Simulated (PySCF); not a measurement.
Compound: C₆H₆F₃N.
SMILES with atom numbers: `[F:1][C:2]([F:3])=[C:4]([F:5])[C@H:6]1[CH2:7][CH:8]=[N:9][CH2:10]1` (hydrogens: H11 on C6; H12, H13 on C7; H14 on C8; H15, H16 on C10)

Structure optimised with GFN2-xTB, isolated species.

Entries marked ? are missing.

```
coordinate    value
     F1–C2  1.325 Å
     C2–F3  1.330 Å
     C2=C4  1.327 Å
     C4–F5        ?
     C4–C6  1.490 Å
     C6–C7        ?
     C7–C8  1.504 Å
     C8=N9  1.255 Å
    N9–C10        ?
    C6–C10  1.566 Å
    C6–H11  1.091 Å
    C7–H12  1.092 Å
    C7–H13  1.089 Å
    C8–H14  1.077 Å
   C10–H15  1.093 Å
   C10–H16  1.091 Å
  F1–C2–F3   110.7°
  F1–C2–C4   126.4°
  F3–C2–C4   122.8°
  C2–C4–F5   118.4°
  C2–C4–C6   125.7°
  F5–C4–C6        ?
  C4–C6–C7        ?
 C4–C6–C10   111.9°
 C7–C6–C10   102.9°
  C6–C7–C8   101.9°
  C7–C8–N9   116.4°
 C8–N9–C10   110.7°
 C6–C10–N9        ?
```

Question: Fill in the missing values.

Answer: 
- C4–F5 = 1.348 Å, drawn single (vinylic C–F carbon to vinyl fluorine); 0.05 Å above the sum of covalent radii, 1.30 Å.
- C6–C7 = 1.543 Å, drawn single (allylic carbon to ring CH2 carbon); 0.02 Å above the sum of covalent radii, 1.52 Å.
- N9–C10 = 1.434 Å, drawn single (imine nitrogen to sp3 carbon bound to nitrogen); 0.04 Å below the sum of covalent radii, 1.47 Å.
- F5–C4–C6 = 115.9°, at the vinylic C–F carbon; the outer atoms are 2.407 Å apart.
- C4–C6–C7 = 112.7°, at the allylic carbon; the outer atoms are 2.525 Å apart.
- C6–C10–N9 = 107.2°, at the sp3 carbon bound to nitrogen, inside a 5-membered ring; the outer atoms are 2.416 Å apart.

Radii are Cordero's, carbon taken as 0.76, 0.73 or 0.69 Å for four, three, and two or fewer neighbours.

No frequency check. The numbers are those of one conformer (C2–C4–C6–C7 125°).

All values are computed, not measured.
